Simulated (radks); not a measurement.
Pt5+, 73 electrons, occupied as [Xe] 4f14 5d5 (the NIST ground configuration). Method: Dirac Kohn-Sham, BLYP, spin-unpolarised, spherical densities, finite nucleus; open shells fill j = l - 1/2 first; Fermi nuclear charge, rms radius 5.427 fm; computed with a radial shooting solver on a logarithmic mesh with Libxc functionals.

Normalised radial functions P(r) = r R(r) (large component), r in bohr:

```
   r/bohr * 5d3/2 (the largest magnitude, 0.962, reaches the edge; | marks zero)
0.0009808                             *
 0.001298                             *
 0.001717                             *
  0.00229                             *
  0.00303                             *
 0.004009                             *
 0.005305                             *
 0.007075                             *
 0.009362                             *
  0.01239                             *
  0.01639                             *
  0.02169                             |*
  0.02892                             | *
  0.03827                             |  *
  0.05063                             |    *
    0.067                             |      *
  0.08936                             |        *
   0.1182                             |        *
   0.1564                             |    *
    0.207                           * |
   0.2761                   *         |
   0.3653                *            |
   0.4833                      *      |
   0.6395                             |      *
   0.8529                             |                    *
    1.128                             |                          *
    1.493                             |                       *
    1.976                             |              *
    2.635                             |      *
    3.486                             | *
    4.613                             *
```

5d3/2: eigenvalue -68.260 eV, 2 radial nodes at r = 0.193, 0.563 bohr, <r> = 1.37 bohr, 90 % of the charge inside 2.03 bohr.
